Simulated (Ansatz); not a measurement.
Born–Oppenheimer molecular dynamics of ClH2Mg2N (6 atoms, charge 0, multiplicity 1). It goes on from the last frame of an earlier run, with new velocities.

Computed with RKS PBE0-D4/def2-SVP in Ansatz 0.2.0.

```yaml
ensemble: NVT, Langevin thermostat
time_step: 0.5 fs
steps_asked: 150
set_temperature: 700 K
friction: 0.01 /fs
seed: 746068
```

First frame:

```xyz
6
Properties=species:S:1:pos:R:3
N -0.753 1.887 -0.205
Mg -0.043 0.138 -0.054
Mg 0.922 -2.468 0.347
Cl 1.992 -4.417 0.479
H -1.102 2.465 0.543
H -0.956 2.376 -1.086
```

**Question.** What does the run give?

**Answer.** The run went to its last step.

```json
{
 "steps done": "150",
 "time covered": "75 fs",
 "mean temperature over the second half": "431 K",
 "spread of the potential energy over the second half": "10.4 meV per atom",
 "mean potential energy of the second half above the start": "36.1 meV per atom"
}
```

The mean temperature of the second half is 38 % below the set value. A run of 0.075 ps of so small a system gives no equilibrium averages.

**Question.** What happens to the structure?

**Answer.** The same pairs are bonded in the first frame and the last. Pairs count as bonded within 1.25 times the sum of covalent radii (0.12 Å more for H–H). This is one draw of velocities; another would differ in detail.

**Question.** How do temperature and energy run in time?

**Answer.** 
| time (fs) | T (K) | potential energy less start (eV) |
| --- | --- | --- |
| 0.0 | 583 | 0.000 |
| 2.5 | 570 | 0.054 |
| 5.0 | 467 | 0.080 |
| 7.5 | 312 | 0.198 |
| 10.0 | 289 | 0.180 |
| 12.5 | 178 | 0.295 |
| 15.0 | 279 | 0.264 |
| 17.5 | 165 | 0.334 |
| 20.0 | 345 | 0.215 |
| 22.5 | 379 | 0.190 |
| 25.0 | 343 | 0.135 |
| 27.5 | 362 | 0.127 |
| 30.0 | 490 | 0.071 |
| 32.5 | 515 | 0.038 |
| 35.0 | 533 | 0.118 |
| 37.5 | 603 | 0.091 |
| 40.0 | 576 | 0.089 |
| 42.5 | 554 | 0.112 |
| 45.0 | 505 | 0.213 |
| 47.5 | 566 | 0.211 |
| 50.0 | 482 | 0.282 |
| 52.5 | 513 | 0.209 |
| 55.0 | 434 | 0.268 |
| 57.5 | 395 | 0.216 |
| 60.0 | 283 | 0.313 |
| 62.5 | 420 | 0.246 |
| 65.0 | 329 | 0.270 |
| 67.5 | 416 | 0.185 |
| 70.0 | 275 | 0.224 |
| 72.5 | 329 | 0.264 |
| 75.0 | 351 | 0.209 |

Run time: 8.4 min on 1 thread of Arm Neoverse V1, with other jobs on the host, peak memory 0.26 GiB.
